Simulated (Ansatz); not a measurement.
`F[SiH]1BO1` and `S[SiH]1BO1` differ in one atom or group.

Ansatz, PBE0-D4/def2-TZVP geometries, multiplicity 1. Each molecule was computed in one conformer, which needn't be the lowest.

```
                                                                                  property  `F[SiH]1BO1`
                                                     HOMO–LUMO gap (B3LYP/def2-TZVPP) / eV          5.59
ideal-gas entropy at 298 K and 1 bar (rigid rotor, harmonic PBE0-D4/def2-TZVP) / J/(mol·K)           285
                                                        LUMO energy (PBE0/def2-TZVPP) / eV         -1.37
                                            zero-point energy (PBE0-D4/def2-TZVP) / kJ/mol          73.7
                                            size of the dipole moment (PBE/def2-TZVPP) / D          1.18
                                                      HOMO–LUMO gap (PBE0/def2-TZVPP) / eV          6.00
```

Q: Give the same properties after the change, and the shifts. (Estimate.)

A: Computed: 
| property | `S[SiH]1BO1` | shift |
| --- | --- | --- |
| HOMO–LUMO gap (B3LYP/def2-TZVPP) / eV | 5.48 | -0.11 |
| ideal-gas entropy at 298 K and 1 bar (rigid rotor, harmonic PBE0-D4/def2-TZVP) / J/(mol·K) | 309 | 24 |
| LUMO energy (PBE0/def2-TZVPP) / eV | -1.23 | 0.14 |
| zero-point energy (PBE0-D4/def2-TZVP) / kJ/mol | 91.8 | 18.1 |
| size of the dipole moment (PBE/def2-TZVPP) / D | 1.11 | -0.07 |
| HOMO–LUMO gap (PBE0/def2-TZVPP) / eV | 5.89 | -0.11 |

With PBE0 the HOMO rises by 0.25 eV and the LUMO rises by 0.14 eV, so the gap narrows by about 0.11 eV. PBE moves the HOMO by 0.20 eV and ωB97M-V by 0.28 eV. The zero-point energy changes by 18.1 kJ/mol with +3 modes. Dipoles are sizes alone; their direction can turn.

B3LYP here is the variant with VWN-RPA as its local correlation; programs differ in this.
